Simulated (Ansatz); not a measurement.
A structure relaxed at PBE0-D4/def2-TZVP in Ansatz, charge 0, doublet:

| atom | x (Å) | y (Å) | z (Å) |
| --- | --- | --- | --- |
| Cs1 | 0.5301 | 0.5709 | 0.1978 |
| Cs2 | 4.4823 | 4.8297 | 1.6790 |
| Cs3 | -0.5594 | -2.1052 | -3.1345 |
| Cs4 | -2.9174 | -1.6407 | 1.8331 |
| H5 | -1.1642 | 0.2459 | 2.4847 |
| H6 | 1.1904 | -0.2179 | -2.4756 |
| H7 | -1.5618 | -1.6826 | -0.5845 |

Q: Give its formula and point group.

A: Cs₄H₃. Point group C2v (tolerance 0.1 Å).

Q: Summarise the bond lengths by kind (pairs closer than 1.2 times the sum of covalent radii, bridged metal pairs left out).

A: 7 × Cs–H 2.66 to 3.17 Å.

In the def2 sets Cs takes a core potential; there is no spin–orbit coupling. The relaxation made no stability test and no search for a lower SCF solution. Another isomer (doublet) lies 0.54 eV lower at PBE0-D4/def2-TZVP; other spin states weren't run for this one.
